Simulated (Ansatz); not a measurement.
Ansatz (an electronic-structure program) input (B3LYP-D3(BJ)/def2-TZVP):

Ansatz 0.2 input:
```yaml
crystal:
  periodic: [false, false, false]
  atoms:
    - {symbol: Si, position_ang: [-0.57975696, -0.21756606, -0.19238496]}
    - {symbol: O, position_ang: [0.97783792, -0.27519362, 0.31422218]}
    - {symbol: H, position_ang: [-1.30081735, -0.39401952, 1.05081069]}
    - {symbol: H, position_ang: [-0.83406975, 0.99911233, -0.95490846]}
    - {symbol: H, position_ang: [1.71461855, -0.21522686, -0.28498680]}
basis:
  gaussian:
    orbitals: def2-TZVP
hamiltonian:
  xc: b3lyp
  dispersion: d3bj
magnetization: {spin_polarized: true, initial_magnetization: 1}
relax: {f_tol: 0.002, max_steps: 150}
```

End of the output:

```
544 factors; their error is unknown
0.14 GiB of the device are held for the grids
0.24 GiB of device memory are held for the factors and their scratch space
mean field: 0.32 GiB planned
mean field evaluation 64: about -9974.8550 eV, gradient 5.3e-2 eV
mean field -9974.88380790 eV, -366.5702187214 hartree, gradient 1.2e-5 eV, S^2 0.751798; 1 other end points of the search recorded, 0 dependent functions left out
the calculation of the forces begins
reference -9974.88401179 eV, -366.5702262141 hartree; 13, 12 occupied and 73, 74 virtual orbitals, 544 factors
Total energy: -9974.99255942 eV, -366.5742152660 hartree
Atom 0 at    -0.553445    -0.272104    -0.189795 Å, force     0.000488     0.000288    -0.000309 eV/Å
Atom 1 at     1.022355    -0.328807     0.324212 Å, force     0.001342     0.000450    -0.000177 eV/Å
Atom 2 at    -1.373478    -0.342598     1.045929 Å, force    -0.000094    -0.000147    -0.000069 eV/Å
Atom 3 at    -0.831485     0.997956    -0.926932 Å, force    -0.000464     0.000116    -0.000018 eV/Å
Atom 4 at     1.713866    -0.157341    -0.320661 Å, force    -0.001272    -0.000707     0.000573 eV/Å
Dipole moment:     0.129966     0.058370    -0.249299 e Å
```

It need not be the lowest isomer of its formula.
